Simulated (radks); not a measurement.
Spherical jellium clusters: N electrons in a uniform positive sphere of charge N and radius rs N^(1/3), rs = 3.98 bohr. Calculated with a radial shooting solver with Libxc functionals: non-relativistic Kohn-Sham, exchange-only LDA, spin-polarised, spherical densities. Levels are named by radial order and angular momentum (1s, 1p, 1d, 2s, ...), and open shells are averaged over m.

N = 4, configuration 1s2 1p(up 2, down 0). This is the lowest configuration that the search found. Occupied and some empty levels:

level,occupation,eigenvalue (eV),<r> (bohr)
1s up,1,-3.7912,4.655
1s down,1,-2.8064,4.400
1p up,2,-2.1753,5.999
1p down,0,-1.0387,6.266
2s up,0,-0.52154,9.691
1d up,0,-0.50919,8.091
2s down,0,-0.035665,14.14

Energy (eV): total -3.28316, kinetic 6.8848, external -78.098, Hartree 37.233, exchange-correlation -10.651, background 41.348.
